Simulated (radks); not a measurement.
Results of a calculation; reference values are marked as such.
Problem. These are the eigenvalues of the occupied orbitals of an atom or ion with whole-number occupations (hartree). Level of theory: scalar-relativistic Kohn-Sham, RPBE, spin-polarised, spherical densities, finite nucleus; Fermi nuclear charge, rms radius of each element as measured or else 0.836 A^(1/3) + 0.57 fm (a radial shooting solver on a logarithmic mesh with Libxc functionals).

1s up: -602.3313
1s down: -602.3306
2s up: -96.09653
2s down: -95.82632
2p up: -87.26108
2p down: -87.06198
3s up: -26.76118
3s down: -26.41101
3p up: -23.89527
3p down: -23.53647
3d up: -19.44322
4s up: -11.32790
4s down: -11.24970

Which element is it, and in what charge state? The configuration may be excited. Open shells, if any, are filled with parallel spins first.

Solution. Z = 38, strontium, charge +14: Sr14+ in [Ar] 3d4 4s2. The list shows which subshells hold electrons but not how many an open one holds; the 1s level, -602.33 hartree, gives Z - s = 34.7 by -(Z - s)^2/2, which with screening and relativity narrows Z to a few neighbours, and the depths of the outer levels then fix element, charge and occupations together.
